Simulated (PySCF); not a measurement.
GeH₅NO, GeH₅N, GeH₆N₂O, GeH₃NO and others (calculated)

Computed with PySCF 2.14.0. Calculation on a computer-drawn molecule: optimised geometry and harmonic frequencies of an isolated molecule of the commonest isotopes, restricted reference for singlets and unrestricted otherwise, frozen core in MP2; on germanium a core potential holds 10 electrons, which the energies leave out, and 3d is frozen in MP2 and coupled-cluster steps.

Common to all runs: charge 0; multiplicity 1; basis cc-pVDZ; basis and core potential on germanium cc-pVDZ-PP ECP10MDF.

(1) GeH₅NO

Start structure:
```xyz
8
GeH5NO
N     -0.4012    -1.4015     1.2523
Ge    -0.7464     0.2873     1.1106
O     -0.3780     0.8768    -0.5957
H     -0.6813    -2.0744     0.5638
H      0.5806    -1.7385     1.5401
H      0.0393     1.0598     2.0525
H     -2.1692     0.4758     1.1104
H      0.5289     0.9463    -0.8403
```

It was run with method HF.

The calculation gives: rotational constants 15.32, 6.133, 4.815 GHz; total energy -425.6314 hartree; convergence status largest gradient component 5.591e-06 hartree/bohr.

Drawn bonds:
```
atom  other atom  order
   1           2      1
   2           3      1
   1           4      1
   1           5      1
   2           6      1
   2           7      1
   3           8      1
```

Optimised structure:
```xyz
8
GeH5NO
N     -0.3529    -1.4688     1.3090
Ge    -0.7516     0.2925     1.0359
O     -0.3410     0.8829    -0.5972
H     -0.7691    -2.1092     0.6549
H      0.6250    -1.6870     1.3904
H      0.0367     1.0928     2.0727
H     -2.2574     0.4775     1.1153
H      0.5831     0.9510    -0.7872
```

Modes:
```
frequency (cm⁻¹)  reduced mass (dalton)
           171.6                   1.07
           243.3                  1.119
           255.8                  4.044
           535.5                  1.123
           597.3                   1.48
           723.3                  3.583
             727                  7.186
           751.9                  1.114
             905                  1.081
           927.6                  1.033
           950.9                  1.106
           988.4                  1.173
            1699                  1.099
            2245                  1.021
            2295                  1.018
            3739                  1.051
            3830                  1.094
            4161                  1.067
```

(2) GeH₅N

Start structure:
```xyz
7
GeH5N
N     -0.2003     0.2026    -1.7326
Ge     0.9473     0.9394    -0.4660
H     -0.9298     0.8011    -2.1258
H     -0.6609    -0.6797    -1.4749
H      0.2275     1.4426     0.7135
H      1.5190     2.1064    -1.1810
H      1.9187    -0.0867    -0.2051
```

Here we set method HF.

The calculation gives: rotational constants 63.61, 9.51, 9.318 GHz; total energy -350.7337 hartree; convergence status largest gradient component 1.019e-05 hartree/bohr.

Drawn bonds:
```
atom  other atom  order
   1           2      1
   1           3      1
   1           4      1
   2           5      1
   2           6      1
   2           7      1
```

Optimised structure:
```xyz
7
GeH5N
N     -0.2160     0.1769    -1.7729
Ge     0.9106     0.9443    -0.5319
H     -0.9287     0.7999    -2.1139
H     -0.6739    -0.6567    -1.4446
H      0.2017     1.4098     0.7525
H      1.5658     2.1550    -1.1990
H      1.9620    -0.1035    -0.1621
```

Modes:
```
frequency (cm⁻¹)  reduced mass (dalton)
           188.1                  1.028
           592.9                  1.106
           624.6                  1.049
           688.7                  3.961
           753.7                  1.357
           939.4                  1.026
           968.4                  1.035
           969.7                  1.039
            1008                  1.133
            1703                  1.094
            2184                  1.022
            2232                  1.024
            2248                  1.013
            3729                  1.051
            3816                  1.093
```

(3) GeH₅N

Start structure:
```xyz
7
GeH5N
N     -0.2160     0.1769    -1.7729
Ge     0.9106     0.9443    -0.5319
H     -0.9287     0.7999    -2.1139
H     -0.6739    -0.6567    -1.4446
H      0.2017     1.4098     0.7525
H      1.5658     2.1550    -1.1990
H      1.9620    -0.1035    -0.1621
```

Settings of this run: method MP2.

Results for GeH₅N: rotational constants 62.49, 9.338, 9.169 GHz; total energy -351.0151 hartree; convergence status largest gradient component 1.234e-05 hartree/bohr.

Drawn bonds:
```
atom  other atom  order
   1           2      1
   1           3      1
   1           4      1
   2           5      1
   2           6      1
   2           7      1
```

Optimised structure:
```xyz
7
GeH5N
N     -0.1983     0.1611    -1.8141
Ge     0.9080     0.9440    -0.5316
H     -0.9372     0.8098    -2.0999
H     -0.6808    -0.6548    -1.4271
H      0.1984     1.4116     0.7577
H      1.5673     2.1581    -1.1978
H      1.9640    -0.1041    -0.1591
```

Modes:
```
frequency (cm⁻¹)  reduced mass (dalton)
           200.9                  1.032
           583.8                  1.094
           593.3                  1.057
           650.7                  4.873
           754.4                  1.292
           887.7                  1.025
           921.9                  1.035
           922.6                  1.034
           972.9                  1.117
            1581                   1.09
            2148                  1.021
            2204                  1.024
            2206                  1.014
            3522                  1.051
            3623                  1.091
```

(4) GeH₆N₂O

Start structure:
```xyz
10
GeH6N2O
N      0.8419    -1.2255    -1.5208
Ge     2.1008    -0.3788    -2.4708
N      1.8673     1.4124    -2.3631
O      1.6797    -0.9942    -4.1436
H      0.1470    -1.7793    -2.0220
H      0.3964    -0.7152    -0.7571
H      3.4855    -0.6220    -2.1145
H      2.5959     2.0140    -2.6834
H      0.9647     1.7872    -2.7331
H      2.3764    -0.8567    -4.8166
```

Settings of this run: method HF.

Results for GeH₆N₂O: rotational constants 5.771, 5.192, 3.344 GHz; total energy -480.6885 hartree; convergence status largest gradient component 2.286e-05 hartree/bohr.

Drawn bonds:
```
atom  other atom  order
   1           2      1
   2           3      1
   2           4      1
   1           5      1
   1           6      1
   2           7      1
   3           8      1
   3           9      1
   4          10      1
```

Optimised structure:
```xyz
10
GeH6N2O
N      0.8589    -1.2264    -1.4629
Ge     2.0504    -0.3568    -2.5224
N      1.8331     1.4425    -2.3174
O      1.6724    -0.9613    -4.1570
H      0.2587    -1.8564    -1.9658
H      0.3009    -0.6257    -0.8828
H      3.5115    -0.6716    -2.2098
H      2.6029     2.0103    -2.6261
H      0.9830     1.8187    -2.7012
H      2.3837    -0.9314    -4.7795
```

Modes:
```
frequency (cm⁻¹)  reduced mass (dalton)
             136                  1.103
           169.4                  1.511
           219.7                  1.759
           246.1                    2.4
           269.2                  1.652
           279.3                  2.266
           585.5                  1.345
           591.2                   1.49
           718.7                  3.248
           731.5                  7.254
           734.2                  3.267
           790.2                  1.174
           808.4                  1.133
           943.4                  1.139
           975.2                  1.182
             984                  1.159
            1688                  1.099
            1698                    1.1
            2254                  1.019
            3739                  1.051
            3748                   1.05
            3831                  1.094
            3846                  1.095
            4165                  1.067
```

(5) GeH₃NO

Start structure:
```xyz
6
GeH3NO
N     -0.7716     1.2011     0.8985
Ge    -0.7033    -0.5300     1.2166
O      0.3988    -1.5428     0.5989
H     -0.0820     1.5792     0.3006
H     -1.4403     1.7457     1.1589
H     -1.8597    -0.9224     2.0760
```

It was run with method HF.

Results for GeH₃NO: rotational constants 26.92, 6.645, 5.329 GHz; total energy -424.4063 hartree; convergence status largest gradient component 9.969e-06 hartree/bohr.

Drawn bonds:
```
atom  other atom  order
   1           2      1
   2           3      2
   1           4      1
   1           5      1
   2           6      1
```

Optimised structure:
```xyz
6
GeH3NO
N     -0.7602     1.1703     0.8563
Ge    -0.7032    -0.5700     1.1914
O      0.4312    -1.5707     0.6149
H     -0.0772     1.6244     0.2818
H     -1.4638     1.7839     1.2162
H     -1.8848    -0.9071     2.0889
```

Modes:
```
frequency (cm⁻¹)  reduced mass (dalton)
           188.3                  1.224
           256.2                  4.723
           424.8                  1.218
           619.1                  1.065
           748.5                  1.127
           792.3                  4.907
             927                  1.207
            1043                  14.68
            1662                  1.122
            2282                   1.02
            3789                  1.048
            3909                    1.1
```

(6) CH₅GeNO

Start structure:
```xyz
9
CH5GeNO
N      2.2912    -0.7830     2.2533
Ge     1.0461     0.4230     2.1155
C     -0.1030     1.3871     0.8164
O     -0.4649     2.7022     1.1583
H      2.6116    -1.2421     1.4747
H      0.8596     1.1432     3.5201
H     -1.0179     0.7747     0.5807
H      0.3918     1.4380    -0.1632
H     -0.9222     2.6192     2.0310
```

Settings of this run: method HF.

It finds rotational constants 21.12, 2.547, 2.331 GHz; total energy -463.3904 hartree; convergence status largest gradient component 9.018e-06 hartree/bohr.

Drawn bonds:
```
atom  other atom  order
   1           2      2
   2           3      1
   3           4      1
   1           5      1
   2           6      1
   3           7      1
   3           8      1
   4           9      1
```

Optimised structure:
```xyz
9
CH5GeNO
N      2.2051    -0.7610     2.1822
Ge     1.1372     0.5373     2.2456
C     -0.0198     1.3391     0.8517
O     -0.4591     2.6210     1.2126
H      2.2758    -1.1862     1.2680
H      0.9614     1.2493     3.5839
H     -0.8501     0.6634     0.6222
H      0.5663     1.4418    -0.0609
H     -1.1244     2.5576     1.8814
```

Modes:
```
frequency (cm⁻¹)  reduced mass (dalton)
           38.02                  3.155
           163.7                  4.546
           282.2                  1.451
           315.7                  2.687
           368.8                  1.351
           613.7                  3.524
           768.8                  1.197
           800.8                   1.06
           819.6                  1.226
           949.7                   2.24
            1002                   1.94
            1167                  6.636
            1227                  1.031
            1390                  1.267
            1492                  1.205
            1578                  1.078
            2257                  1.021
            3175                  1.067
            3264                  1.098
            3728                  1.076
            4150                  1.067
```
